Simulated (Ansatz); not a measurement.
Z-matrix (Å, degrees):
```
Si
F 1 1.602
S 1 2.122 2 106.4
N 1 1.688 2 115.9 3 -117.7
H 1 1.477 2 105.1 3 123.0
H 3 1.344 1 93.8 2 29.0
H 4 1.006 1 122.0 2 -87.7
H 4 1.006 1 122.7 2 73.2
```

The species carries charge 0 and has multiplicity 1.

(1) List the PBE/def2-TZVPP orbital energies in eV (the Gaussian-basis code of Ansatz). (Best estimate.)

## Answers

(1) The calculation gave: Occupied: -2395.72, -1780.88, -659.65, -380.45, -208.70, -154.85, -154.75, -154.63, -138.43, -95.21, -95.17, -95.13, -29.38, -21.56, -18.23, -13.53, -12.70, -11.49, -10.55, -10.37, -10.01, -8.93, -7.85, -6.81, -6.41. Lowest empty: -0.52, 0.10, 0.30, 0.56, 1.35, 1.93, 2.14, 3.87.
